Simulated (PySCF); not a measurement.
# Carbon: a sound run and one with changed settings

Sound run: C⁺ [He] 2s2 2p1, C²⁺ [He] 2s2. Computed with PySCF 2.14 in cc-pVTZ-DK, with the spin-free X2C one-electron Hamiltonian (Gaussian nucleus). In the sound run the correlated levels freeze 1s2. The sound run starts from symmetry-adapted Hartree-Fock orbitals and uses a fine grid where one is needed.

A second run was set up differently.

```csv
species,method,sound run (hartree),changed run (hartree),converged
C⁺,MP2,-37.36055,-37.36878,yes
C⁺,CCSD(T),-37.38550,-37.39360,yes
C²⁺,MP2,-36.46563,-36.47312,yes
C²⁺,CCSD(T),-36.49548,-36.50251,yes
```

Ionisation energy of C⁺:

```csv
method,sound run (eV),changed run (eV)
UHF,24.142,24.142
MP2,24.352,24.372
SCS-MP2,24.313,24.326
CCSD,24.188,24.219
CCSD(T),24.219,24.248
```

Problem. What was changed?
A. minimal basis
B. a valence shell is frozen
C. basis contracted for another Hamiltonian
D. all electrons correlated in a valence basis

Solution. D. A valence basis has no tight correlating functions, so it recovers only part of the core correlation, and not evenly between atom and ion.
